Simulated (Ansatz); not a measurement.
Wavefunction ladder for `[SiH3][O][Cd][Cl]`

```xyz
7

Si   -0.260    0.607    1.074
O     0.490   -0.577    0.249
Cd    0.562   -1.137   -1.620
Cl    0.715   -1.867   -3.749
H    -1.745    0.524    0.937
H     0.090    0.489    2.514
H     0.148    1.961    0.595
```

The species carries charge 0 and has multiplicity 1. Correlated methods include outer-core shells of Cd, which these sets cover unevenly. Cd: def2 effective core potential. Geometry: relaxed with PBE0-D4/def2-TZVP. It is one conformer, not always the lowest. Frozen core, restricted reference, the Gaussian-basis code of Ansatz.

```json
{"basis": "def2-SVP", "HF (Eh)": "-991.66839", "MP2 corr.": "-0.78391", "CCSD corr.": "-0.80231", "(T)": "-0.01828", "CCSD(T) total": "-992.48898"}
{"basis": "def2-TZVPP", "HF (Eh)": "-992.06914", "MP2 corr.": "-1.25797", "CCSD corr.": "-1.26029", "(T)": "-0.04139", "CCSD(T) total": "-993.37082"}
{"basis": "def2-QZVPP", "HF (Eh)": "-992.09956", "MP2 corr.": "-1.39104", "CCSD corr.": "–", "(T)": "–", "CCSD(T) total": "–"}
```
